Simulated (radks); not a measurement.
Question: These are the eigenvalues of the occupied orbitals of an atom or ion with whole-number occupations (Ry). Calculated with a radial shooting solver on a logarithmic mesh with Libxc functionals: non-relativistic Kohn-Sham, PBE, spin-polarised, spherical densities, point nucleus.

| orbital | eigenvalue |
|---|---|
| 1s up | -643.6361 |
| 1s down | -643.6327 |
| 2s up | -77.26167 |
| 2s down | -77.21690 |
| 2p up | -67.82737 |
| 2p down | -67.79362 |
| 3s up | -8.97957 |
| 3s down | -8.89280 |
| 3p up | -6.04333 |
| 3p down | -5.95615 |
| 3d up | -1.14950 |
| 3d down | -1.05679 |
| 4s up | -0.73700 |
| 5s up | -0.12744 |

Which element is it, and in what charge state? The configuration may be excited. Open shells, if any, are filled with parallel spins first.

Answer: Z = 29, copper, charge 0: Cu in [Ar] 3d9 4s1 5s1. The list shows which subshells hold electrons but not how many an open one holds; the 1s level, -321.82 hartree, gives Z - s = 25.4 by -(Z - s)^2/2, which with screening narrows Z to a few neighbours, and the depths of the outer levels then fix element, charge and occupations together.
